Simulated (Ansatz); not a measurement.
`B[CH](O)[GeH3]` + HCl → `O[CH](Cl)[GeH3]` + BH₃ at 400 K and 1 bar (substitution at a C–B bond).

Gas-phase electronic energies from Ansatz, PBE0-D4/def2-TZVP geometries. CCSD(T)/CBS is the MP2 limit (def2-TZVPP, def2-QZVPP) plus CCSD(T) − MP2 in def2-TZVPP, frozen cores. This one scheme is used for every species. For Ge outer-core shells are correlated without core-valence functions, which leaves a few kJ/mol of doubt a bond. Scalar relativity is left out up to krypton. Each species was taken in one conformer, which may not be the lowest.

```csv
species,CCSD(T)/CBS energy (Eh),H − E (kJ/mol),S (J/(mol·K))
`B[CH](O)[GeH3]`,-2218.29983,231.8,371.5
HCl,-460.38127,29.6,195.4
`O[CH](Cl)[GeH3]`,-2652.10163,177.0,366.4
BH₃,-26.55200,82.6,199.4
```

H − E and S are ideal-gas, rigid-rotor, harmonic terms from PBE0-D4/def2-TZVP, for one conformer and one mirror image of each species. 1 Eh = 2625.50 kJ/mol, R = 8.31446 J/(mol·K).

Question: By hand: ΔE, ΔH, ΔS and ΔG.

Answer: ΔE = (-2652.10163) + (-26.55200) − (-2218.29983) − (-460.38127) = 0.02747 Eh = 72.1 kJ/mol. Δ(H − E) = 177.0 + 82.6 − 231.8 − 29.6 = -1.8, so ΔH = 70.3 kJ/mol. ΔS = 366.4 + 199.4 − 371.5 − 195.4 = -1.1 J/(mol·K). ΔG = 70.3 − 400 × (-1.1)/1000 = 70.7 kJ/mol.

Question: By hand: the equilibrium constant, and the temperature at which ΔG would vanish if ΔH and ΔS stayed fixed.

Answer: log₁₀ K = −ΔG/(RT ln 10) = -9.2. ΔH and −TΔS have one sign here, so there is no such temperature. One of them is within its doubt of zero, so this could turn.

The number of gas molecules stays the same, so ΔS is small and ΔH decides. A doubt of 5 kJ/mol in ΔE shifts log₁₀ K by 0.7 here. Other conformers and mirror images would add mixing entropy, several J/(mol·K) or more a flexible species. These are equilibria of isolated gas molecules and say nothing of rates. Largest T1 diagnostic: 0.013 (customary marks: 0.02 for closed shells, 0.045 for open ones).
